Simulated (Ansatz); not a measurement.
Ag9⁺. Total charge 1; singlet. Geometry r2SCAN-D4/def2-SVP, basis def2-TZVP, Ansatz.

Cartesian coordinates in Å:
```
Ag 0.106 -0.758 -2.166
Ag -2.003 -1.028 -0.459
Ag -1.157 -1.966 2.052
Ag 1.862 1.175 -1.049
Ag -0.992 1.489 -0.991
Ag 2.516 -1.497 -0.920
Ag 0.624 2.330 1.139
Ag -1.562 0.738 1.722
Ag 0.606 -0.484 0.673
```

| run | HOMO (eV) | LUMO (eV) |
| --- | --- | --- |
| A | -8.80 | -6.59 |
| B | -8.39 | -6.89 |
| C | -8.46 | -7.08 |
| D | -8.76 | -6.28 |
| E | -9.58 | -5.55 |

In the def2 sets Ag takes a core potential; there is no spin–orbit coupling. B3LYP takes the VWN-RPA correlation. No other spin state of charge 1 was run. Another isomer (singlet) lies 0.23 eV lower at PBE0-D4/def2-TZVP; other spin states weren't run for this one.

Task: The runs used B3LYP, CAM-B3LYP, PBE, PBE0, r2SCAN. Estimate which is which.

Result: A B3LYP (20 % exact exchange); B r2SCAN (0 % exact exchange); C PBE (0 % exact exchange); D PBE0 (25 % exact exchange); E CAM-B3LYP (range-separated). Exact exchange lowers occupied and raises empty levels; among semilocal functionals meta-GGAs tend to open the gap a little, and such runs are hard to tell apart. The gap grows from 1.37 eV (PBE) to 4.02 eV (CAM-B3LYP).
